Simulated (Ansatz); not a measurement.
```yaml
crystal:
  periodic: [false, false, false]
  atoms:
    - {symbol: Cd, position_ang: [-0.122879, 0.007248, -0.753964]}
    - {symbol: C, position_ang: [0.003623, 0.092165, 1.427976]}
    - {symbol: H, position_ang: [1.100016, 0.063516, 1.756441]}
    - {symbol: H, position_ang: [-0.548510, -0.799648, 1.886729]}
    - {symbol: H, position_ang: [-0.473592, 1.063009, 1.803363]}
    - {symbol: O, position_ang: [-0.371356, -0.009601, -2.814503]}
    - {symbol: H, position_ang: [0.412698, -0.416679, -3.306042]}
basis:
  gaussian: {orbitals: def2-TZVP}
hamiltonian: {xc: {name: PBE0}, dispersion: d4}
scf: {lower_state_search: full}
output: {forces: true}
```

```sh
$ ansatz run in.yaml --threads 4 --pin off --events-out ev --progress --plain --max-ram 3916MiB
```

Output, abridged:

```
Functional definition: PBE0
927 factors; their error is unknown
mean field evaluation 1: about -7699.4683 eV, gradient 7.7e1 eV
mean field evaluation 2: about -7639.3327 eV, gradient 1.7e2 eV
mean field evaluation 4: about -7711.1265 eV, gradient 1.4e1 eV
mean field evaluation 8: about -7711.5244 eV, gradient 1.7e-1 eV
mean field evaluation 16: about -7711.5987 eV, gradient 2.4e-4 eV
mean field evaluation 32: about -7711.5244 eV, gradient 5.7e-2 eV
mean field -7711.59866315 eV, -283.3960237614 hartree, gradient 3.4e-5 eV, S^2 0.000000; 2 other end points of the search recorded, 0 dependent functions left out
reference -7711.59869434 eV, -283.3960249077 hartree; 19, 19 occupied and 107, 107 virtual orbitals, 927 factors
Total energy: -7711.67491106 eV, -283.3988258203 hartree
Atom 0 at    -0.122879     0.007248    -0.753964 Å, force    -0.051622     0.003266    -0.309828 eV/Å
Atom 1 at     0.003623     0.092165     1.427976 Å, force     0.036713     0.034004     0.623650 eV/Å
Atom 2 at     1.100016     0.063516     1.756441 Å, force    -1.543083     0.039825    -0.481743 eV/Å
Atom 3 at    -0.548510    -0.799648     1.886729 Å, force     0.774658     1.255474    -0.665069 eV/Å
Atom 4 at    -0.473592     1.063009     1.803363 Å, force     0.670437    -1.368884    -0.541342 eV/Å
Atom 5 at    -0.371356    -0.009601    -2.814503 Å, force     1.814171    -0.856477     0.164075 eV/Å
Atom 6 at     0.412698    -0.416679    -3.306042 Å, force    -1.701274     0.892792     1.210259 eV/Å
Dipole moment:     0.293710    -0.113062     0.409105 e Å
```

It took 1.8 s on 4 threads of AMD EPYC 7R43 on a shared host.

In the def2 sets Cd takes a core potential; there is no spin–orbit coupling.
